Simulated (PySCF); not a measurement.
Si(Cl)2(vinyl)(OH) (C2H4Cl2OSi), SMILES [Si](O)(Cl)(C=C)Cl. Atoms are numbered in the order given.

```xyz
10

C     -2.7961    -0.2941     0.0000
C     -1.5785    -0.8593     0.0000
Si    -0.0389     0.1507     0.0000
O     -0.4812     1.7408     0.0000
Cl     1.1336    -0.2785    -1.6524
Cl     1.1336    -0.2785     1.6524
H     -2.9217     0.7931     0.0000
H     -3.7118    -0.8951     0.0000
H     -1.4879    -1.9522     0.0000
H      0.2216     2.4058     0.0000
```

Geometry: TPSSh-D3(BJ)/def2-SVP. Other conformers were not sampled.

Calculation: PySCF with PBE/def2-TZVP.

ESP charges are fitted to the potential on shells at 1.4 to 2.0 van der Waals radii. Atomic charges (e):

| atom | meta-Löwdin | Löwdin | ESP fit |
|---|---|---|---|
| C1 | -0.20 | -0.18 | -0.31 |
| C2 | -0.38 | -0.30 | -0.06 |
| Si3 | 1.09 | -0.52 | 0.16 |
| O4 | -0.71 | -0.08 | -0.51 |
| Cl5 | -0.29 | 0.24 | -0.10 |
| Cl6 | -0.29 | 0.24 | -0.10 |
| H7 | 0.13 | 0.13 | 0.20 |
| H8 | 0.13 | 0.13 | 0.15 |
| H9 | 0.14 | 0.15 | 0.13 |
| H10 | 0.36 | 0.19 | 0.43 |

Give the Mayer and Wiberg (Löwdin basis) orders of the bonds. (An estimate is asked for; the answer gives what the named calculation found.)


```csv
bond,Mayer,Wiberg
C1–C2,1.91,2.19
C2–Si3,1.02,1.12
Si3–O4,1.27,1.70
Si3–Cl5,1.18,1.79
Si3–Cl6,1.18,1.79
C1–H7,0.94,0.88
C1–H8,0.94,0.89
C2–H9,0.92,0.83
O4–H10,0.87,1.01
```
